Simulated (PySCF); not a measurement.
Fill in the blanks.

Compound: C₃H₅GeNO₂.
Bonds: Ge1–O2, O2–C3, C3–C4 (aromatic), C4–N5 (aromatic), N5–O6 (aromatic), O6–C7 (aromatic), C3–C7 (aromatic). Hydrogens: H8, H9, H10 on Ge1; H11 on C4; H12 on C7.

Conformer (atom-mapped SMILES and torsion angles): `[GeH3:1][O:2][c:3]1[cH:4][n:5][o:6][cH:7]1`: Ge1–O2–C3–C4 -178°.

```csv
property,level,value
"rotational constants A, B, C",PBE0-D3(BJ)/def2-SVP,?
dipole moment,CAM-B3LYP/def2-SVPD,?
HOMO energy,CAM-B3LYP/def2-SVPD,?
LUMO energy,CAM-B3LYP/def2-SVPD,?
lowest singlet excitation,TDDFT CAM-B3LYP/def2-SVPD,?
strongest line among the 6 lowest singlet transitions,TDDFT CAM-B3LYP/def2-SVPD,"S2 at 5.86 eV (211 nm, f = 0.073)"
static isotropic polarisability,CAM-B3LYP/def2-SVPD,?
electronic spatial extent ⟨r²⟩ about the centre of nuclear charge,CAM-B3LYP/def2-SVPD,1338 bohr²
```

Electronic properties: PySCF, gas phase, density fitting. The structure is a single PBE0-D3(BJ)/def2-SVP conformer in the gas phase; no vibrational or solvent corrections. Relativistic effects, spin–orbit coupling among them, are left out although an element past zinc is present.

(1) Give the LUMO energy.

(2) The lowest singlet excitation?

(3) What is the static isotropic polarisability?

(4) What are the rotational constants A, B, C?

(5) Give the HOMO energy.

(6) The dipole moment?

Answers

(1) 0.36 eV.

(2) 5.67 eV (219 nm, f = 0.000).

(3) 75.2 au.

(4) 7.134, 0.827, 0.748 GHz.

(5) -8.25 eV.

(6) 4.49 D.

No computed singlet falls in the visible range (750 to 380 nm, 1.65 to 3.26 eV); S1 lies 2.41 eV above its blue end. In atomic units the dipole is 1.77 e·bohr (1 au = 2.5417 D). The largest Löwdin shares of the HOMO are 0.25 on C7, 0.23 on O2, 0.21 on C3 and 0.11 on O6. With B = h/(8π²I), that is 505.379 GHz u Å² over I, the principal moments of inertia are 70.8, 611.2 and 675.5 u Å² (most abundant isotopes).
